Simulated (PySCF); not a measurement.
N²⁺ (nitrogen, charge +2): UHF calculation

Configuration: [He] 2s2 2p1, 2P determinant. All numbers are calculated (PySCF 2.14, scalar relativity by spin-free X2C-1e, in jorge-DZP-DKH (4s2p1d, 15 functions)).

- Total energy: -52.837442 hartree
- One-electron energy: -65.4574 hartree
- Hartree (Coulomb) energy: 18.3288 hartree
- Exchange energy: -5.7089 hartree
- ⟨S²⟩: 0.7537
- ⟨L²⟩: 2.009
- Sum of ⟨r⟩: 3.958 bohr
- Sum of ⟨r²⟩: 5.051 bohr²
- Traceless quadrupole moment −½Σ⟨3z² − r²⟩ along its main axis: -0.633 e·bohr²
- Langevin diamagnetic susceptibility: -4.00 ×10⁻⁶ cm³/mol
- Time after the integrals: 0.03 s of wall time on 1 thread of Neoverse-V2 (shared host)

```tsv
shell	electrons	mean orbital energy (hartree)	rms radius, mean of both spins (bohr)
1s α	1	-17.17012	0.264
1s β	1	-17.12821	0.264
2s α	1	-2.16444	1.29
2s β	1	-1.99467	1.29
2p α	1	-1.76007	1.25
```
